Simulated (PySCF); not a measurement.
A structure optimised at PBE-D3(BJ)/def2-SVP, used in a PySCF frequency run:

```
Si
N 1 1.7345
H 2 1.0212 1 120.43
H 2 1.0221 3 111.85 1 151.20
N 1 1.7375 2 107.44 3 -157.76
H 5 1.0230 1 118.82 2 61.69
H 5 1.0248 6 110.63 1 -138.46
H 1 1.5102 2 104.25 3 -30.13
C 1 1.9220 8 106.66 2 -123.62
H 9 1.1119 1 108.48 8 51.46
H 9 1.1125 10 106.94 1 -116.36
C 9 1.4515 10 111.12 11 -121.15
C 12 1.2257 11 151.86 9 -171.86
H 13 1.0803 7 119.84 5 -157.54
```

**Question.** Write its SMILES and formula.

**Answer.** C#CC[SiH](N)N, C3H8N2Si

**Question.** What are its rotational constants (standard atomic weights)?

**Answer.** 5.9175, 1.6450, 1.3916 GHz
